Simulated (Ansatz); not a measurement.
`[OH][AlH][CH2]O[SiH2]F` + `OCF` → `[OH][AlH][O]CF` + `CO[SiH2]F`  (ligand exchange at the Al–C bond)

Program: Ansatz. Geometries: PBE0-D4/def2-TZVP. ΔE: electronic, gas phase. CCSD(T)/CBS is the MP2 limit (def2-TZVPP, def2-QZVPP) plus CCSD(T) − MP2 in def2-TZVPP, frozen cores. DFT in def2-TZVPP. Each species was taken in one conformer, which may not be the lowest.

```json
{"level": "r2SCAN-D4", "ΔE (eV)": "-1.73"}
{"level": "PBE0-D4", "ΔE (eV)": "-1.64"}
```

What does CCSD(T)/CBS give? (Best estimate.)

Computed: -1.73 eV. The listed levels differ from it by 0.00, 0.09 eV.

Largest T1 diagnostic among the species: 0.013.

In def2-TZVPP, CCSD(T) changes the Hartree–Fock value by +0.20 eV (the triples alone add +0.03 eV) and MP2 by +0.15 eV. From PBE to PBE0 (25 % exact exchange), in def2-TZVPP and without D4, ΔE moves by −0.06 eV. The D4 term adds +0.04 eV with B3LYP and +0.02 eV with PBE0; it sums over pairs of atoms, weighted by their polarisabilities, and B3LYP, whose exchange is more repulsive, gets the larger term.

B3LYP here is the variant with VWN-RPA as its local correlation; programs differ in this.
